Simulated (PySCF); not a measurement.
# Working out the ionisation energy of Ta

Ta [Xe] 4f14 5d3 6s2 (4F) → Ta⁺ [Xe] 4f14 5d3 6s1 (5F). Calculation: PySCF 2.14, in x2c-TZVPPall with one added diffuse shell each of s, p, d, f type (12s8p8d4f1g, 113 functions); the spin-free X2C one-electron Hamiltonian (Gaussian nucleus). Frozen: [Xe] 4f14. Energies in hartree (1 hartree = 27.21139 eV):

| part | Ta (lower) | Ta⁺ (upper) |
| --- | --- | --- |
| UHF | -15600.005409 | -15599.793310 |
| MP2 opposite-spin | -0.042639 | 0.000000 |
| MP2 same-spin | -0.024821 | -0.024602 |

Problem. What does Hartree-Fock give?

Solution. (-15599.793310) − (-15600.005409) = 0.212099 hartree = 5.772 eV.

Problem. What do MP2 and SCS-MP2 (6/5 opposite-spin, 1/3 same-spin) give?

Solution. The opposite-spin parts differ by 1.160 eV and the same-spin parts by 0.006 eV. MP2: 5.772 + (1.160) + (0.006) = 6.938 eV. SCS-MP2: 5.772 + 1.2 × (1.160) + (0.006)/3 = 7.166 eV.

Measured between the centres of the two terms (NIST): 7.573 eV, so MP2 (valence) is off by -0.635 eV.

What remains against the reference includes basis incompleteness, the frozen core and correlation beyond second order.
